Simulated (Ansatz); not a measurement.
O2Ti, charge -1, doublet, at a GFN2-xTB geometry (such geometries of metal compounds can be far from the true shape) (the multiplicity is a formal guess) (a gas-phase anion, which may not be bound at this level), with bond 3-1 at 1.4 times its length; CASSCF(3,4)/def2-SVP run with Ansatz (a program for electronic structure).

The Ansatz input:
Ansatz 0.2 input:
```yaml
crystal:
  periodic: [false, false, false]
  atoms:
    - {symbol: Ti, position_ang: [0.17002846, -0.13899911, 0.17115927]}
    - {symbol: O, position_ang: [0.90779077, 0.38823473, -1.20930713]}
    - {symbol: O, position_ang: [-1.99352803, 0.04721759, 0.96560307]}
basis:
  gaussian:
    orbitals: def2-SVP
hamiltonian:
  xc: hf
total_charge: -1
correlation: {active_space: {window: {electrons: 3, orbitals: 4}}}
magnetization: {spin_polarized: false, initial_magnetization: 1}
```

Output, abridged:

```
Functional definition: HF
604 factors; integrals over basis functions are off by at most 1.2e-3 eV
mean field evaluation 1: about -27135.8396 eV, gradient 6.1e1 eV
mean field evaluation 2: about -27135.9464 eV, gradient 6.2e1 eV
mean field evaluation 4: about -27147.9578 eV, gradient 2.6e1 eV
mean field evaluation 8: about -27149.8486 eV, gradient 6.8e-1 eV
mean field evaluation 16: about -27149.8841 eV, gradient 4.0e-1 eV
mean field evaluation 32: about -27150.9281 eV, gradient 5.7e-1 eV
mean field evaluation 64: about -27150.9298 eV, gradient 3.2e-6 eV
mean field evaluation 96: about -27144.1317 eV, gradient 3.8e1 eV
mean field evaluation 128: about -27150.8681 eV, gradient 2.6e0 eV
mean field evaluation 160: about -27150.9298 eV, gradient 1.6e-6 eV
mean field evaluation 192: about -27151.9808 eV, gradient 2.8e-2 eV
mean field evaluation 224: about -27151.5167 eV, gradient 2.7e0 eV
mean field evaluation 256: about -27151.9700 eV, gradient 2.2e-2 eV
mean field evaluation 288: about -27151.9530 eV, gradient 2.5e0 eV
mean field evaluation 320: about -27142.0311 eV, gradient 4.1e1 eV
mean field evaluation 352: about -27150.7735 eV, gradient 3.5e0 eV
mean field evaluation 384: about -27151.9533 eV, gradient 5.7e-1 eV
mean field evaluation 416: about -27149.9153 eV, gradient 1.2e0 eV
mean field evaluation 448: about -27150.9298 eV, gradient 3.1e-3 eV
mean field -27151.98601005 eV, -997.8170815923 hartree, gradient 4.9e-6 eV, S^2 0.750000; 20 other end points of the search recorded, 0 dependent functions left out
reference -27151.98601005 eV, -997.8170815923 hartree; 20, 19 occupied and 39, 40 virtual orbitals, 604 factors
state -27153.95224430 eV, -997.8893393680 hartree
Total energy: -27153.95224430 eV, -997.8893393680 hartree
```
